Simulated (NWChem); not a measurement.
System: KOH; SMILES [OH][K]

Input file for NWChem:

```
start job
memory heap 200 mb stack 700 mb global 900 mb
geometry units angstroms noautosym nocenter noautoz
  K     -0.102800    -0.785432     0.000000
  O      0.218204     1.373012     0.000000
  H      0.359152     2.321970     0.000000
end
basis spherical
  K library pcsseg-1
  O library pcsseg-1
  H library pcsseg-1
end
dft
  xc pbe0
  iterations 150
end
property
  shielding
end
task dft property
```

The geometry was optimised at PBE0/def2-SVP.

GIAO values for the isolated, static molecule; σ is the absolute isotropic shielding, δ = σ(reference) − σ with the isolated reference molecule computed at the same levels (1H: tetramethylsilane, 17O: water).

Atoms are numbered as in the input.

Give the results of this calculation. (PBE0/pcSseg-1, GIAO.) Quantities: basis functions; σ K1 (ppm); δ O2 (ppm); δ H3 (ppm).


```
Property                    Value
-------------------------  ------
number of basis functions      60
σ K1 (ppm)                 1266.5
δ O2 (ppm)                   17.0
δ H3 (ppm)                  -2.00
```
